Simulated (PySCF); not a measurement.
Compound: C2H6BFO.
SMILES with atom numbers: `[CH3:1][O:2][CH2:3][BH:4][F:5]` (hydrogens: H6, H7, H8 on C1; H9, H10 on C3; H11 on B4)

Geometry (PBE0-D3(BJ)/def2-SVP, Å), atoms numbered from 1 in this order:
```xyz
11
C2H6BFO angstrom
C     -1.4015    1.0132   -0.4621
O     -0.1992    0.7509    0.1873
C      0.3485   -0.4904   -0.1341
B      1.6905   -0.7568    0.6285
F      2.3339   -1.8846    0.3663
H     -1.2873    1.0122   -1.5654
H     -1.7490    2.0076   -0.1484
H     -2.1837    0.2697   -0.2054
H      0.5333   -0.5970   -1.2286
H     -0.3479   -1.3287    0.1090
H      2.1746   -0.0117    1.4482
```

The calculation used TDDFT PBE0/def2-SVPD, vertical, gas phase, core orbitals frozen in the response (PySCF).

Ground-to-excited transition dipoles (e·a0, same axes as the geometry; the sign carries no meaning), for the states with f of 0.002 or more among the lowest 9:

| state | E (eV) | μx | μy | μz |
| --- | --- | --- | --- | --- |
| S1 | 5.750 | 0.145 | 0.050 | 0.126 |
| S3 | 7.083 | -0.230 | -0.197 | 0.353 |
| S4 | 7.571 | 0.089 | 0.066 | -0.121 |
| S6 | 8.076 | 0.078 | 0.062 | -0.115 |
| S7 | 8.262 | -0.172 | -0.150 | -0.195 |
| S8 | 8.445 | 0.169 | 0.133 | -0.261 |
| S9 | 8.605 | 0.216 | -0.108 | 0.110 |

(1) What oscillator strength does each state have?

(2) What angle do the transition dipoles of S3 and S9 make?

(3) How is the summed strength of these states shared among x, y and z?

## Answers

(1) f = (2/3) ΔE |μ|² with ΔE in hartree (27.2114 eV).

```csv
state,|μ|² (au),|μ| (D),f
S1,0.040,0.51,0.006
S3,0.217,1.18,0.038
S4,0.027,0.42,0.005
S6,0.023,0.39,0.005
S7,0.090,0.76,0.018
S8,0.115,0.86,0.024
S9,0.071,0.68,0.015
```

(2) |cos θ| = |μa·μb| / (|μa| |μb|) = 0.09, so θ ≈ 85° (taken between 0 and 90°, since the signs are arbitrary).

(3) (2/3) Σ ΔE μα² gives 0.037 for x, 0.019 for y and 0.054 for z, 0.110 in all.

All these states lie below the vertical ionisation energy of 10.08 eV (ΔSCF).

One conformer stands for the species.
